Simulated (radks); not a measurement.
Spherical quantum dot in the effective-mass picture: electrons in a well V = -V0 / (1 + exp((r - R)/a)) with V0 = 22.2, R = 2.42, a = 0.082, all in effective atomic units (hartree* = m*/eps^2 hartree, bohr* = eps/m* bohr), one dielectric constant everywhere. Method: non-relativistic Kohn-Sham, PBE, spin-polarised, spherical densities; computed with a radial shooting solver with Libxc functionals. Levels are named by radial order and angular momentum (1s, 1p, 1d, 2s, ...), and open shells are averaged over m. Results are scaled to m* = 0.102 and eps = 15.9, for which hartree* = 10.98 meV and bohr* = 8.249 nm.

N = 17, configuration 1s2 1p6 1d(up 5, down 4). This is the lowest configuration that the search found. Occupied and some empty levels:

level,occupation,eigenvalue (meV),<r> (nm)
1s up,1,-136.29,12.76
1s down,1,-136.06,12.74
1p up,3,-130.59,13.70
1p down,3,-130.34,13.69
1d up,5,-121.63,14.40
1d down,4,-121.37,14.39
1f up,0,-109.91,14.95
1f down,0,-109.65,14.95
2s up,0,-108.43,9.702
2s down,0,-108.32,9.704
2p up,0,-92.735,11.15
2p down,0,-92.585,11.15

Energy (meV): total -2970.86, kinetic 347.84, external -4062.2, Hartree 855.93, exchange-correlation -112.48.
